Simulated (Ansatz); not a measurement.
`[AsH2]CB1CC1` + `N[SiH3]` → `[SiH3]N[AsH2]` + `CB1CC1`  (ligand exchange at the As–C bond)

Gas-phase electronic energies from Ansatz, PBE0-D4/def2-TZVP geometries. CCSD(T)/CBS adds triple-zeta CCSD(T) − MP2 to the extrapolated MP2 energy (def2 sets, frozen cores). This one scheme is used for every species. Functionals use def2-TZVPP. For As outer-core shells are correlated without core-valence functions, which leaves a few kJ/mol of doubt a bond. Scalar relativity is left out up to krypton. Each species was taken in one conformer, which may not be the lowest.

`[AsH2]CB1CC1`:

Z-matrix (Å, degrees):
```
C
B 1 1.522
As 1 2.002 2 100.5
H 1 1.091 2 116.9 3 112.9
H 1 1.090 2 116.9 3 -112.9
C 2 1.530 1 149.6 3 88.2
C 2 1.530 1 149.6 3 -88.0
H 3 1.525 1 96.3 2 -45.7
H 3 1.524 1 96.3 2 46.9
H 6 1.086 2 121.1 1 -72.8
H 6 1.087 2 119.7 1 76.1
H 7 1.086 2 121.1 1 72.8
H 7 1.087 2 119.7 1 -76.1
```

`N[SiH3]`:

Z-matrix (Å, degrees):
```
Si
N 1 1.720
H 1 1.486 2 107.9
H 1 1.494 2 116.0 3 -120.3
H 1 1.486 2 107.9 3 119.4
H 2 1.007 1 119.6 3 -168.6
H 2 1.007 1 119.6 3 49.2
```

`[SiH3]N[AsH2]`:

Z-matrix (Å, degrees):
```
Si
N 1 1.720
H 1 1.487 2 108.3
H 1 1.491 2 112.7 3 120.6
H 1 1.487 2 109.5 3 -120.2
As 2 1.845 1 125.8 3 177.4
H 2 1.006 1 119.8 3 -18.8
H 6 1.528 2 96.8 1 -52.1
H 6 1.533 2 98.4 1 39.9
```

`CB1CC1`:

Cartesian coordinates in Å:
```
C 0.098 1.359 1.044
B -0.033 0.141 0.109
C -0.111 -0.431 -1.305
C -0.079 -1.373 -0.081
H 1.179 1.528 1.157
H -0.315 2.282 0.633
H -0.290 1.189 2.050
H 0.762 -0.421 -1.951
H -1.040 -0.374 -1.867
H -0.987 -1.926 0.147
H 0.816 -1.974 0.063
```

```tsv
species	ωB97M-V energy (Eh)
`[AsH2]CB1CC1`	-2379.65246
`N[SiH3]`	-347.24427
`[SiH3]N[AsH2]`	-2583.58481
`CB1CC1`	-143.30610
```

(1) Work out ΔE.

Largest T1 diagnostic among the species: 0.011.

Answers

(1) ΔE = (-2583.58481) + (-143.30610) − (-2379.65246) − (-347.24427) = 0.00582 Eh = +15.3 kJ/mol. CCSD(T)/CBS gives +20.6 kJ/mol.

In def2-TZVPP, CCSD(T) changes the Hartree–Fock value by +20.9 kJ/mol (the triples alone add +3.3 kJ/mol) and MP2 by +24.2 kJ/mol.
